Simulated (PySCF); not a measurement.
```xyz
4
charge 0 multiplicity 2, angstrom
Ta    0.1173   -0.0797    0.0000
O     1.5260   -1.0365    0.0000
Cl   -0.6524    0.4431   -2.0990
Cl   -0.6524    0.4431    2.0990
```

Level of theory: UPBE0/[Ta def2-TZVP with ECP60, O def2-TZVP, Cl def2-TZVP], scalar-relativistic core potentials, density fitting, no spin–orbit coupling, PySCF.

This geometry of TaOCl2 is a stationary point at this level.

(1) What is the point group?

(2) Is it a minimum?

(3) Which band is strongest in the infrared?

(4) Give the ideal-gas entropy at 298.15 K and 1 bar by parts.

Results:

(1) C2v.

(2) Yes: all harmonic wavenumbers are real, though the softest, 50 cm⁻¹, leaves little margin.

(3) 1028 cm⁻¹ (a1), 153 km/mol.

(4) translation 178.5, rotation 110.8, vibration 51.3, spin 5.8; total 346.4 J/(mol K).

Other isomers or separated fragments may lie lower. Open d and f shells are described by one determinant, and the ground state may have another occupation or spin. With an element this heavy the missing spin–orbit coupling can shift these numbers.
